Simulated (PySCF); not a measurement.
## How methods differ on the excitation energy of Br²⁺

Br²⁺ [Ar] 3d10 4s2 4p3 (4S) → Br²⁺ [Ar] 3d10 4s1 4p4 (4P), as a difference of total energies. Calculation: PySCF 2.14, in x2c-TZVPPall; the spin-free X2C one-electron Hamiltonian (Gaussian nucleus). Correlated levels: valence: [Ar] 3d10 frozen. The calculations carry no spin-orbit coupling.

```csv
method,excitation energy (eV)
UHF,13.157
MP2 (valence),13.107
SCS-MP2 (valence),13.097
CCSD (valence),12.637
CCSD(T) (valence),12.541
```

Q: How much does correlation contribute at CCSD(T) (valence)?

A: 12.541 − (13.157) = -0.616 eV, measured against UHF.

A first-order spin-orbit estimate (lowest level to lowest level, LS coupling) adds -0.200 eV.

The coupled-cluster amplitudes are large for the upper state (T1 above 0.03 or a double amplitude above 0.15), so a single reference is strained.
